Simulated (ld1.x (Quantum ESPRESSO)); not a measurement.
## What one change does to a pseudopotential (As (Z = 33), RRKJ)

- Element: arsenic (As)
- Generator: ld1.x (Quantum ESPRESSO) 7.5
- Type: norm-conserving RRKJ (Kleinman–Bylander form)
- Functional: LDA (PZ)
- Relativity: scalar-relativistic
- Frozen core: [Ar] 3d10
- Valence charge: 5
- Reference configuration: 4s1.5 4p3.5
- Partial waves: 4p (bound): rc 1.35 bohr; 4s (bound): rc 1.25 bohr
- Local potential: the s channel
- Core correction: none

All-electron outer shells of the reference configuration (LDA (PZ), scalar-relativistic, ld1.x):

```csv
shell,level (eV),outermost node (bohr),outermost maximum (bohr)
3p,-134.26,0.22,0.52
3d,-41.72,–,0.47
4s,-15.16,0.73,1.59
4p,-5.67,0.78,1.95
```

Change: all radii scaled by about 1.12 (s 1.40, p 1.52 bohr).

Cutoffs: the cutoffs (Ry, on a coarse ladder) from which the occupation-weighted sum of valence levels, in a spherical-Bessel basis at the reference potential, stays within 10 and 1 mRy of its value at 400 Ry; they do not see the model core or the augmentation charge, which bear on the density cutoff. Errors are all-electron minus pseudo energies relative to the spin-unpolarised reference configuration.

Problem. Predict the effect on cutoff, ghosts and configuration errors.

Solution. The potential gets softer (70 Ry and 140 Ry → 35 Ry and 80 Ry); the bound ghost in p disappears; of the 9 tests that both files solve, the error grows in 2 and shrinks in 1 by more than 15 % and 0.3 meV (median size 2.2 → 2.3 meV). A larger radius leaves more room for a smooth pseudo-wave, so fewer plane waves are needed.

| quantity | base | changed |
| --- | --- | --- |
| cutoff, loose | 70 Ry | 35 Ry |
| cutoff, tight | 140 Ry | 80 Ry |
| loose cutoff by channel (10 mRy a level) | p 50 Ry, s 45 Ry | p 15 Ry, s 30 Ry |
| bound ghosts | p | none |
| error for 4s2 4p3, meV [ΔE -4.71 eV] | +2.2 | +2.1 |
| error for 4s2 4p2, meV [ΔE 4.62 eV] | +2.0 | +2.2 |
| error for 4s2 4p1, meV [ΔE 22.78 eV] | +12 | +17 |
| error for 4s2 4p3.3, meV [ΔE -5.99 eV] | +1.9 | +2.3 |
| error for 4s1 4p4, meV [ΔE 4.77 eV] | +1.6 | +1.5 |
| error for 4s2 4p2.5, meV [ΔE -1.07 eV] | +2.1 | +1.7 |
| error for 4s2 4p0, meV [ΔE 50.82 eV] | +89 | +92 |
| error for 4s1.5 4p3.5 (spin-polarised), meV [ΔE -1.38 eV] | +271 | +277 |
| error for 4s2 4p3 (spin-polarised), meV [ΔE -6.03 eV] | +173 | +178 |

 A true bound ghost makes a file unfit for plane-wave use even where its test errors are small: the radial tests pick states by their node count and pass the ghost by.
